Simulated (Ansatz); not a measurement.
```xyz
11

N     0.329    0.886    1.394
C     0.490    0.228    0.141
N    -0.152   -1.150    0.144
Ga   -0.826    0.236   -1.318
Cl    0.036   -0.360   -3.220
H     0.020    1.841    1.306
H     1.150    0.855    1.984
H     1.520    0.110   -0.200
H    -0.708   -1.260    0.983
H     0.488   -1.925    0.034
H    -2.347    0.539   -1.249
```

The species carries charge 0 and has multiplicity 1.

Q: List the B3LYP/def2-TZVPP orbital energies in eV (Ansatz). (Best estimate.)

A: Computed: Occupied: -10137.53, -2761.31, -1249.27, -1106.50, -1106.44, -1106.41, -390.39, -389.62, -278.26, -256.04, -195.05, -194.94, -194.93, -149.36, -102.75, -102.62, -102.53, -25.63, -23.80, -22.77, -22.54, -22.48, -22.42, -22.37, -20.80, -17.54, -14.88, -14.09, -13.35, -11.92, -11.47, -9.50, -8.88, -8.23, -7.95, -7.27, -6.65. Lowest empty: -0.26, 0.17, 0.55, 1.48, 1.51, 1.85, 2.45, 2.78.

B3LYP here is the variant with VWN-RPA as its local correlation; programs differ in this.
